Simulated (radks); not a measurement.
Problem. Valence configurations of Sc+ (all share [Ar]). Calculated with a radial shooting solver on a logarithmic mesh with Libxc functionals: non-relativistic Kohn-Sham, PBEsol, spin-polarised, spherical densities, point nucleus; open shells are filled with parallel spins first. Order these by energy: 4s1 4p1; 3d1.5 4s0.5; 3d0.5 4p1.5; 3d1 4s0.5 4p0.5; 3d2; 4s2; 3d0.5 4s1 4p0.5; 3d1 4s1; 3d1 4p1; 3d0.5 4s1.5.

Solution. From the lowest, in eV above it: 3d1 4s1 0.000; 3d1.5 4s0.5 0.027; 3d2 0.421; 3d0.5 4s1.5 1.024; 3d1 4s0.5 4p0.5 1.742; 3d0.5 4s1 4p0.5 2.283; 4s2 2.378; 3d1 4p1 3.474; 4s1 4p1 5.349; 3d0.5 4p1.5 5.963. NIST lists [Ar] 3d1 4s1 as the ground configuration; this level of theory agrees among the configurations tried. The energies are those of spherical high-spin densities, not of single terms.
